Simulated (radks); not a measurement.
Values are calculated unless marked as measured or tabulated.
All-electron atom: a nucleus of charge 37.75 with 36 electrons in [Kr]. Level of theory: scalar-relativistic Kohn-Sham, LDA (Slater exchange, Perdew-Wang correlation), spin-polarised, spherical densities, finite nucleus; Fermi nuclear charge, rms radius 4.224 fm (a radial shooting solver on a logarithmic mesh with Libxc functionals).

Normalised radial functions P(r) = r R(r), r in bohr:

```
   r/bohr * 4p (the largest magnitude, 0.872, reaches the edge; | marks zero)
 0.004932                             *
 0.006423                             *
 0.008363                             *
  0.01089                             |*
  0.01418                             |*
  0.01846                             | *
  0.02385                             | *
  0.03106                             |   *
  0.04044                             |    *
  0.05266                             |      *
  0.06857                             |       *
  0.08929                             |        *
   0.1163                             |      *
   0.1502                             |   *
   0.1956                           * |
   0.2546                     *       |
   0.3316                *            |
   0.4317                 *           |
   0.5622                         *   |
    0.732                             |       *
   0.9456                             |                   *
    1.231                             |                          *
    1.603                             |                         *
    2.088                             |                  *
    2.719                             |         *
     3.54                             |   *
    4.609                             |*
```

4p: eigenvalue -32.725 eV, 2 radial nodes at r = 0.183, 0.620 bohr, <r> = 1.58 bohr, 90 % of the charge inside 2.38 bohr.
